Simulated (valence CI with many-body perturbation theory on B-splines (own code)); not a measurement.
Ba43+: fill in the table

Method: configuration interaction combined with many-body perturbation theory (CI+MBPT): three valence electrons over a frozen Dirac-Fock core [Ne], radial functions for each j: 11 s, 11 p, 9 d, 7 f, 5 g, 2 h, 1 i, with the one-electron correlation potential Σ1, the two-electron term Σ2, the three-electron term Σ3, Breit, model QED; selected CI, second order for the rest (own B-spline code, finite nucleus).

No measured spectrum was set against this ion. As an estimate, large intervals hold to a few tenths of a per cent, small ones and those within an open d or f shell to about a per cent.

```
                     Level  E (cm⁻¹)
        (3s^2 3p1/2) J=1/2         0
        (3s^2 3p3/2) J=3/2    789440
        (3s 3p1/2^2) J=1/2    866470
(3s 3p1/2 3p3/2) J=3/2 [a]   1504700
    (3s 3p1/2 3p3/2) J=5/2         ?
(3s 3p1/2 3p3/2) J=3/2 [b]         ?
    (3s 3p1/2 3p3/2) J=1/2         ?
        (3s^2 3d3/2) J=3/2   2101500
        (3s^2 3d5/2) J=5/2   2195400
        (3s 3p3/2^2) J=5/2   2425800
        (3s 3p3/2^2) J=1/2         ?
     (3p1/2^2 3p3/2) J=3/2   2608200
        (3s 3p3/2^2) J=3/2   2629500
(3s 3p1/2 3d3/2) J=3/2 [a]   2721100
    (3s 3p1/2 3d3/2) J=5/2   2787800
    (3s 3p1/2 3d3/2) J=1/2   2934900
(3s 3p1/2 3d3/2) J=3/2 [b]         ?
(3s 3p1/2 3d5/2) J=5/2 [a]         ?
    (3s 3p1/2 3d5/2) J=7/2   3033600
(3s 3p1/2 3d5/2) J=5/2 [b]   3096800
```

Levels are named by their leading jj configuration (3d3/2^4 stands for four electrons in 3d with j = 3/2), which in mixed levels can hold well under half, so a name can repeat and another be missing. Letters in brackets count levels of one name in rising energy.

The levels stand in rising order. What does the calculation give for the missing energies?

(3s 3p1/2 3p3/2) J=5/2 1600200; (3s 3p1/2 3p3/2) J=3/2 [b] 1729900; (3s 3p1/2 3p3/2) J=1/2 1795300; (3s 3p3/2^2) J=1/2 2588900; (3s 3p1/2 3d3/2) J=3/2 [b] 2947500; (3s 3p1/2 3d5/2) J=5/2 [a] 2977900.
